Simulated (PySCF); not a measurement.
## Two-component Hartree-Fock for Ge²⁺ (germanium, charge +2)

Start: [Ar] 3d10 4s2. Calculated with PySCF 2.14 in x2c-TZVPall-2c: generalised Hartree-Fock with the X2C-1e Hamiltonian and a Gaussian nucleus; one run each with spin-orbit coupling (SO) switched off, then screened by Boettger's factors. This is a chosen level, not necessarily the ground level.

```csv
spinor shell,electrons,"ε, spin-free (eV)","ε, screened SO (eV)",weight of nominal j (screened SO),"rms radius, screened SO (bohr)"
1s1/2,2,-11199.7,-11199.5,1.000,0.0542
2s1/2,2,-1474.1,-1474.0,1.000,0.227
2p1/2,2,-1285.9,-1307.8,1.000,0.201
2p3/2,4,-1285.9,-1275.3,1.000,0.204
3s1/2,2,-221.50,-221.49,1.000,0.667
3p1/2,2,-161.64,-164.74,1.000,0.693
3p3/2,4,-161.64,-160.14,1.000,0.704
3d3/2,4,-63.458,-63.837,1.000,0.806
3d5/2,6,-63.458,-63.205,1.000,0.811
4s1/2,2,-32.434,-32.434,1.000,2.14
```

```
   quantity    spin-free  screened SO
E (hartree)  -2096.17746  -2096.25459
        M_J            0            0
       ⟨J²⟩        0.000        0.000
       ⟨L²⟩        0.000        0.002
       ⟨S²⟩        0.000        0.002
```

Without spin-orbit coupling the j labels of p, d and f shells carry no meaning; the spin-free column gives the mean over the occupied spinors of each nl shell.
